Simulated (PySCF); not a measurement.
The PySCF input:
```python
from pyscf import gto, scf, dft

mol = gto.M(
    atom='''
I     0.00000000    0.00000000   -0.51662629
H     0.00000000    0.00000000    1.59192986
''',
    basis='6-311g**',
    charge=1,
    spin=1,
    verbose=4,
)

mf = dft.UKS(mol)
mf.xc = 'pbe'
mf.kernel()
```

### Question
Predict the <S^2> from PBE/6-311G** run with PySCF.

### Answer
0.757

### Question
Estimate the Mulliken (on the basis functions themselves) charges in atom order that PBE/6-311G** returns for this input.

### Answer
I1 0.73, H2 0.27

These values belong to the state on which the SCF converged, which isn't shown to be the lowest.
